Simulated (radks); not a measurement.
The lanthanum anion La- inside a hard spherical wall (all orbitals vanish at R), configuration held at [Xe] 5d2 6s2 and not refilled when levels cross. All-electron calculation, scalar-relativistic Kohn-Sham, LDA (Slater exchange, Perdew-Wang correlation), spin-unpolarised, spherical densities, point nucleus. Program: a radial shooting solver on a logarithmic mesh with Libxc functionals. Eigenvalues in eV, with the zero of energy where the potential of the charges vanishes at infinity; a dash marks a level that is unbound or too diffuse for the functional's potential to be trusted. A positive occupied level is held by the wall or, in an anion where self-interaction has pushed it up, behind a barrier. The pressure on the wall is -dE/dV.

R (bohr) = 20: E (hartree) -8486.8936; kinetic (hartree) 8975.279; e(5s) -33.620; e(5p) -17.103; e(6s) 0.285; e(5d) 1.552; e(6p, empty) 1.691; e(7s, empty) 1.967; pressure (GPa) 0.000786
R (bohr) = 15: E (hartree) -8486.8919; kinetic (hartree) 8975.285; e(5s) -33.387; e(5p) -16.874; e(6s) 0.437; e(5d) 1.748; e(6p, empty) 2.016; e(7s, empty) 2.949; pressure (GPa) 0.00819
R (bohr) = 12: E (hartree) -8486.8863; kinetic (hartree) 8975.311; e(5s) -32.983; e(5p) -16.476; e(6s) 0.717; e(5d) 2.087; e(6p, empty) 2.504; e(7s, empty) 4.465; pressure (GPa) 0.0613
R (bohr) = 10: E (hartree) -8486.8718; kinetic (hartree) 8975.376; e(5s) -32.328; e(5p) -15.834; e(6s) 1.207; e(5d) 2.637; e(6p, empty) 3.269; e(7s, empty) 6.729; pressure (GPa) 0.294
R (bohr) = 8: E (hartree) -8486.8195; kinetic (hartree) 8975.582; e(5s) -30.866; e(5p) -14.415; e(6s) 2.456; e(5d) 3.881; e(6p, empty) 5.103; e(7s, empty) 11.856; pressure (GPa) 1.76
R (bohr) = 6: E (hartree) -8486.5920; kinetic (hartree) 8976.359; e(5s) -27.519; e(5p) -11.231; e(6s) 6.334; e(5d) 6.990; e(6p, empty) 10.565; e(7s, empty) 25.972; pressure (GPa) 15.0
R (bohr) = 5: E (hartree) -8486.2080; kinetic (hartree) 8977.639; e(5s) -24.266; e(5p) -8.186; e(6s) 11.665; e(5d) 10.451; e(6p, empty) 17.789; e(7s, empty) 43.207; pressure (GPa) 56.9
R (bohr) = 3: E (hartree) -8480.3433; kinetic (hartree) 8997.548; e(5s) -2.864; e(5p) 14.046; e(6s) 69.216; e(5d) 39.659; e(6p, empty) 86.224; e(7s, empty) 182.80; pressure (GPa) 2470
R (bohr) = 2: E (hartree) -8451.1649; kinetic (hartree) 9084.373; e(5s) 60.902; e(5p) 87.758; e(6s) 261.95; e(5d) 133.46; e(6p, empty) 293.82; e(7s, empty) 559.53; pressure (GPa) 41900
